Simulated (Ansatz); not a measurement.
Gas-phase electronic energies from Ansatz, PBE0-D4/def2-TZVP geometries. CCSD(T)/CBS is the MP2 limit (def2-TZVPP, def2-QZVPP) plus CCSD(T) − MP2 in def2-TZVPP, frozen cores. This one scheme is used for every species, atoms too. DFT in def2-TZVPP. HSE06 is defined as in plane-wave codes. Open shells (•) are unrestricted, without spin–orbit coupling. Spin–orbit coupling would lower the free atoms: a little for C, F, S, Si; strongly for Sn. Elements past krypton have def2 core potentials. For Sn outer-core shells are correlated without core-valence functions, so the limit isn't a true one: a few kJ/mol of doubt a bond, and 10 to 20 or more in all where bonds break to atoms. One conformer a species, not always the lowest.

Consider the atomization: `F[SiH2][SnH]1[CH2][S]1` → C• + F• + 5 H• + S• + Si• + Sn•.

| level | ΔE (kJ/mol) | difference from CCSD(T)/CBS |
| --- | --- | --- |
| B97M-V | 3227.4 | 8.1 |
| HSE06-D4 | 3177.3 | -42.0 |
| ωB97M-V | 3191.4 | -27.9 |
| PBE-QIDH | 3161.9 | -57.4 |
| r2SCANh | 3170.9 | -48.4 |
| LC-ωPBE | 3148.2 | -71.1 |
| CCSD/def2-SVP | 2876.5 | -342.8 |
| CCSD(T)/def2-SVP | 2918.6 | -300.7 |
| CCSD(T)/def2-TZVPP | 3108.9 | -110.4 |
| CCSD/CBS(def2) | 3157.6 | -61.7 |
| CCSD(T)/CBS | 3219.3 | 0 |

Largest T1 diagnostic among the species: 0.014.

The D4 term adds +43.3 kJ/mol with B3LYP and +22.8 kJ/mol with PBE0; it sums over pairs of atoms, weighted by their polarisabilities, and B3LYP, whose exchange is more repulsive, gets the larger term. Leaving LDA and LC-ωPBE aside and taking each functional with its dispersion term where it has one, the values, not all of them listed here, spread over 150.7 kJ/mol, from BHLYP-D4 to PBE-D4. LDA lies +463.5 kJ/mol from PBE without D4, its usual overbinding. From r2SCAN to r2SCAN0 (25 % exact exchange), in def2-TZVPP and without D4, ΔE moves by −57.6 kJ/mol: exact exchange takes away binding that semilocal exchange gives to molecules.

B3LYP here is the variant with VWN-RPA as its local correlation; programs differ in this.

For atomizations the MP2-based limit and the directly extrapolated one differ by several kJ/mol either way, and by 10 to 25 for some Ge, Se and Sn compounds, so smaller differences from it don't rank the levels.
